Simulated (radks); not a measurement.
Q: All-electron atom: Nb+ in [Ar] 3d10 4s2 4p4 4d4 4f2 (not the ground configuration). Calculated with a radial shooting solver on a logarithmic mesh with Libxc functionals: Dirac Kohn-Sham, PBE, spin-unpolarised, spherical densities, finite nucleus; open shells fill j = l - 1/2 first; Fermi nuclear charge, rms radius 4.324 fm. Some entries of the table are withheld. Estimate them.

| orbital | occ. | eigenvalue (Ry) | <1/r> (bohr^-1) | <r^2> (bohr^2) |
|---|---|---|---|---|
| 1s1/2 | 2 | -1383.858 | 42.40 | 0.001757 |
| 2s1/2 | 2 | -195.2579 | 9.626 | 0.02938 |
| 2p1/2 | 2 | -179.3695 | 9.602 | 0.02223 |
| 2p3/2 | 4 | -172.3272 | 9.165 | 0.02361 |
| 3s1/2 | 2 | -34.23258 | 3.277 | 0.2248 |
| 3p1/2 | 2 | -28.24583 | 3.174 | 0.2239 |
| 3p3/2 | 4 | -27.10408 | 3.069 | 0.2345 |
| 3d3/2 | 4 | -16.52974 | (1) | (2) |
| 3d5/2 | 6 | -16.31698 | (3) | (4) |
| 4s1/2 | 2 | -6.04843 | (5) | 1.459 |
| 4p1/2 | 2 | -4.35040 | 1.089 | 1.746 |
| 4p3/2 | 2 | -4.18323 | 1.060 | 1.822 |
| 4d3/2 | 4 | -1.68421 | (6) | (7) |
| 4d5/2 | 0 | -1.66558 | (8) | (9) |
| 4f5/2 | 2 | (10) | 0.1953 | 44.03 |
| 4f7/2 | 0 | (11) | 0.1952 | 44.05 |

A: 
(1) 3d3/2 <1/r> (bohr^-1): 2.874
(2) 3d3/2 <r^2> (bohr^2): 0.2232
(3) 3d5/2 <1/r> (bohr^-1): 2.847
(4) 3d5/2 <r^2> (bohr^2): 0.2267
(5) 4s1/2 <1/r> (bohr^-1): 1.201
(6) 4d3/2 <1/r> (bohr^-1): 0.7932
(7) 4d3/2 <r^2> (bohr^2): 3.237
(8) 4d5/2 <1/r> (bohr^-1): 0.7871
(9) 4d5/2 <r^2> (bohr^2): 3.282
(10) 4f5/2 eigenvalue (Ry): -0.23087
(11) 4f7/2 eigenvalue (Ry): -0.23084
